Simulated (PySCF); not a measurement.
La²⁺: ionisation energy

La²⁺ [Xe] 5d1 (2D) → La³⁺ [Xe] (1S), as a difference of total energies. Computed with PySCF 2.14 in def2-QZVPPD with the def2 core potential (46 electrons) (7s5p4d3f2g, 81 functions), with a scalar-relativistic core potential. Correlated levels: valence: nothing frozen outside the core potential. The calculations carry no spin-orbit coupling.

```csv
method,ionisation energy (eV)
UHF,18.174
LDA,19.073
PBE,19.099
PBE0,19.058
r2SCAN,18.951
BLYP,18.991
HSE06,19.058
wB97M-V,18.790
r2SCAN0,18.988
MP2 (valence),18.721
SCS-MP2 (valence),18.671
```

How much does correlation contribute at MP2 (valence)?

18.721 − (18.174) = 0.547 eV, measured against UHF.

The reference lies between the lowest fine-structure levels, while these numbers refer to the centres of the terms.

Errors of the correlated levels include the incompleteness of this basis.

For comparison: 19.177 eV (measured; NIST Atomic Spectra Database, ionization energies).
